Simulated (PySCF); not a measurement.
## KF: frontier orbitals

RHF at R = 2.182 Å; K aug-pcseg-1, F aug-pcseg-1; no relativity (PySCF 2.14). State: ¹Σ⁺ (singlet), closed shell. Only the outer orbitals are listed, counted within each symmetry.

```
orbital  occ.  ε (eV)  on K (%)  main shells (%)
     5σ     2  -46.26       100          100 K s
     6σ     2  -36.06         2           98 F s
     2π     2  -25.01       100          100 K p
     2π     2  -25.01       100          100 K p
     7σ     2  -24.74        98           98 K p
     8σ     2  -11.51         3           97 F p
     3π     2  -11.37         1           99 F p
     3π     2  -11.37         1           99 F p
     9σ     0   -0.22       100   72 K s, 28 K p
    10σ     0    0.48        98   85 K s, 12 K p
     4π     0    0.50       100   90 K p, 10 K d
```

Task: Which are the highest filled and the lowest empty level, where do they sit, and how wide is the gap?

Result: Highest filled 3π at -11.37 eV (in %: 99 F p); lowest empty 9σ at -0.22 eV (in %: 72 K s, 28 K p); the gap at RHF is 11.15 eV.

The bond order (Mayer) is 0.07 and the ⟨S²⟩ is 0.000. The charge on K (Mulliken, basis-dependent) is 0.91 and the charge on K (Löwdin, basis-dependent) is 1.00. The dipole moment (positive dipole means K(−)F(+)) is -8.92 D, the polarisability along the bond is 14.6 bohr³ and the polarisability across the bond is 11.5 bohr³.
